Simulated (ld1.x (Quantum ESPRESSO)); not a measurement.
## chlorine (Cl) PAW: all-electron and pseudo phase curves

```json
{
 "Element": "chlorine (Cl)",
 "Generator": "ld1.x (Quantum ESPRESSO) 7.5",
 "Type": "PAW",
 "Functional": "PBEsol",
 "Relativity": "non-relativistic",
 "Frozen core": "[Ne]",
 "Valence charge": "7",
 "Reference configuration": "3s2 3p4 (charge +1)",
 "Partial waves": "3s (bound): rcut 1.00, rcutus 1.30 bohr; 3s channel at -1.9 Ry: rcut 1.00, rcutus 1.30 bohr; 3p (bound): rcut 1.10, rcutus 1.35 bohr; 3p channel at 2.5 Ry: rcut 1.10, rcutus 1.35 bohr; 3d channel at 0.2 Ry: rcut 1.05, rcutus 1.20 bohr; 3d channel at 0.6 Ry: rcut 1.05, rcutus 1.20 bohr",
 "Local potential": "all-electron potential smoothed inside 1.20 bohr (lloc = -1)",
 "Core correction": "Bessel-smoothed model core, default radius (core density twice the valence density)",
 "Augmentation charge": "PSQ, radius 0.85 bohr"
}
```

The phase is arctan(r·u′/u) with u = r·R(r), unwrapped; energies in Ry, scanned from -4 to 5 Ry. A pole is an energy at which the radial function vanishes at the test radius. The pseudo phase is shifted by a multiple of π to meet the all-electron one at the reference energy, and phase errors are pseudo minus all-electron; the curves can meet again beyond the range given. Levels narrower than the energy grid can be missing from the lists of poles.

Task: For each channel, where are the poles, and over which energies does the pseudopotential scatter like the atom?

Result:

```
channel  radius (bohr)  reference energy (Ry)  poles, all-electron  poles, pseudo  unbroken range about the reference energy with phases within 0.05 rad  phase error 1 Ry above the reference energy (rad)
      s           1.51                  -2.34                 2.41           2.40                                                        the whole range                                             -0.000
      p           1.51                  -1.43                 3.60           3.60                                                        the whole range                                             -0.000
      d           1.51                   0.20                 4.29           4.29                                                        the whole range                                             +0.000
```

Phases in the d channel:

| E (Ry) | all-electron | pseudo |
| --- | --- | --- |
| -4.00 | 1.205 | 1.205 |
| -3.76 | 1.192 | 1.192 |
| -3.52 | 1.177 | 1.177 |
| -3.28 | 1.160 | 1.160 |
| -3.04 | 1.141 | 1.141 |
| -2.80 | 1.120 | 1.120 |
| -2.56 | 1.096 | 1.096 |
| -2.32 | 1.069 | 1.069 |
| -2.08 | 1.036 | 1.036 |
| -1.84 | 0.998 | 0.998 |
| -1.60 | 0.952 | 0.952 |
| -1.36 | 0.897 | 0.897 |
| -1.12 | 0.829 | 0.829 |
| -0.88 | 0.744 | 0.744 |
| -0.64 | 0.635 | 0.635 |
| -0.40 | 0.496 | 0.496 |
| -0.16 | 0.320 | 0.320 |
| 0.08 | 0.103 | 0.103 |
| 0.32 | -0.143 | -0.143 |
| 0.56 | -0.395 | -0.395 |
| 0.80 | -0.622 | -0.622 |
| 1.04 | -0.812 | -0.812 |
| 1.28 | -0.962 | -0.962 |
| 1.52 | -1.079 | -1.079 |
| 1.76 | -1.172 | -1.172 |
| 2.00 | -1.246 | -1.246 |
| 2.24 | -1.306 | -1.306 |
| 2.48 | -1.356 | -1.355 |
| 2.72 | -1.397 | -1.397 |
| 2.96 | -1.433 | -1.433 |
| 3.20 | -1.465 | -1.465 |
| 3.44 | -1.492 | -1.492 |
| 3.68 | -1.517 | -1.517 |
| 3.92 | -1.540 | -1.539 |
| 4.16 | -1.560 | -1.560 |
| 4.40 | -1.579 | -1.579 |
| 4.64 | -1.597 | -1.597 |
| 4.88 | -1.614 | -1.614 |
